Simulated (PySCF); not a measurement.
Unrelated species, one level of theory. The calculation used TDDFT CAM-B3LYP/def2-SVPD, vertical, gas phase, core orbitals frozen in the response (PySCF). Geometries: GFN2-xTB; one conformer of each isolated species. Triplets are in the Tamm–Dancoff approximation.

**Question.** Rank by computed HOMO–LUMO gap, lowest first.
A. `F/C=C\C=C\F`
B. `N[Si@@H](F)N[SiH2]CF`
C. `C#C[C@@H](F)CF`
D. `C1C(C1(F)F)=C`
E. `C#C[Si@](F)(Cl)C#CC`
F. `[SiH3]O[Si@@H]1O[SiH2][SiH2]S1`
G. `FC[C@@H]1C=C1F`

**Answer.** A (8.25 eV), F (8.56 eV), E (9.67 eV), D (9.95 eV), G (10.08 eV), B (10.25 eV), C (10.95 eV).

```tsv
SMILES	gap (eV)	T1 (eV)	f (S1)	first f ≥ 0.01 (nm)	LUMO (eV)	α (au)	S1 mainly
F/C=C\C=C\F	8.25	3.19	0.671	209	0.16	54.9	H→L (97%)
[SiH3]O[Si@@H]1O[SiH2][SiH2]S1	8.56	5.20	0.011	226	-0.14	121.8	H→L (91%)
C#C[Si@](F)(Cl)C#CC	9.67	4.88	0.000	162	0.12	92.7	H→L (70%)
C=C1CC1(F)F	9.95	4.22	0.000	171	0.17	49.1	H-1→L (97%)
FC[C@@H]1C=C1F	10.08	4.43	0.070	185	1.03	46.3	H→L (93%)
N[Si@@H](F)N[SiH2]CF	10.25	6.59	0.022	178	0.98	77.9	H→L (50%)
C#C[C@@H](F)CF	10.95	5.37	0.000	153	1.00	47.9	H→L (79%)
```

H and L stand for HOMO and LUMO.

- `F/C=C\C=C\F`: Löwdin shares by element: HOMO carbon 77% (atoms not listed hold the other 23%); LUMO carbon 78% (atoms not listed hold the other 22%).
- `[SiH3]O[Si@@H]1O[SiH2][SiH2]S1`: Löwdin shares by element: HOMO sulfur 71%, silicon 16% or more; LUMO silicon 54% or more, sulfur 14%, hydrogen 5% or more (atoms not listed hold the other 27%).
- `C#C[Si@](F)(Cl)C#CC`: Löwdin shares by element: HOMO carbon 83% or more (atoms not listed hold the other 17%); LUMO carbon 47% or more, silicon 20% (atoms not listed hold the other 33%).
- `C=C1CC1(F)F`: Löwdin shares by element: HOMO carbon 83% or more (atoms not listed hold the other 17%); LUMO carbon 66% or more, hydrogen 6% or more (atoms not listed hold the other 27%).
- `FC[C@@H]1C=C1F`: Löwdin shares by element: HOMO carbon 69% or more, fluorine 9% or more (atoms not listed hold the other 22%); LUMO carbon 62% or more, hydrogen 10% or more, fluorine 9% or more (atoms not listed hold the other 19%).
- `N[Si@@H](F)N[SiH2]CF`: Löwdin shares by element: HOMO nitrogen 59%, silicon 11% or more, hydrogen 7% or more (atoms not listed hold the other 23%); LUMO silicon 30% or more, hydrogen 24% or more, nitrogen 11% or more (atoms not listed hold the other 35%).
- `C#C[C@@H](F)CF`: Löwdin shares by element: HOMO carbon 88%; LUMO carbon 67% or more, fluorine 12% or more (atoms not listed hold the other 22%).

Without π bonds the low states are Rydberg-like; a valence basis with one diffuse set may place them up to an eV too high.
